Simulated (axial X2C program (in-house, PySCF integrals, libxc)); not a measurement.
# Potential curves of PtO⁺, two-component

Calculated with an in-house relativistic program for diatomic molecules. Two-component (2c) means X2C with spin–orbit coupling and atomic mean-field two-electron Coulomb and Gaunt terms. Basis: Pt dyall-cv3z [13s14p9d6f4g], O dyall-av3z [7s6p3d2f] (cores contracted in-house); Gaussian nuclei, density fitting, unrestricted open shells. Masses: Pt 194.965 u, O 15.995 u.

State: Ω = 3/2 (⟨Sz⟩ = 1.40, ⟨Lz⟩ = 0.10 at PBE0). Energies in cm⁻¹ from the fragments at the same level (Pt+ + O). Fits are polynomials in 1 − R0/R over 0.85 to 1.23 times the lowest point R0.

```csv
R (Å),PBE0,B3LYP
1.5688,-21553,-21217
1.6206,-24558,-24580
1.6723,-26027,-26369
1.7240,-26370,-26993
1.7843,-25767,-26666
1.8447,-24445,-25562
1.9223,-22151,-23458
2.0171,-19005,-20412
```

Occupations by symmetry block were frozen at the best pattern of an incomplete PBE0 search. De is counted from the lowest determinant-based energies of the atoms at the same level, without counterpoise correction. Density functionals use the spin component along the axis (collinear). In 2c an atomic determinant is not the ground J level, so De misses part of the atomic spin–orbit lowering. This holds for PBE0, B3LYP. PBE0 can misorder states that lie within some tenths of an eV, so this need not be the ground state of the molecule. The nearest other 2c determinant of the search, Ω = 1/2, lies 0.36 eV up at the distance of the search. The functionals have no current-density term, which raises determinants with orbital currents, atoms included. With several unpaired electrons one determinant need not be a pure state. This is the top spin component of a Σ state; components of lower Ω are not single determinants and can lie lower.

(1) Fit the PBE0 curve near its minimum: give the equilibrium distance, the harmonic wavenumber and the well depth.

(2) What are Re, ωe and De at the B3LYP level?

Results:

(1) At PBE0, 2c: Re = 1.717 Å, ωe ≈ 847 cm⁻¹, De = 3.27 eV to Pt+ + O; Be follows as 0.387 cm⁻¹.

(2) At B3LYP, 2c: Re = 1.734 Å, ωe ≈ 823 cm⁻¹, De = 3.35 eV to Pt+ + O; Be follows as 0.379 cm⁻¹.
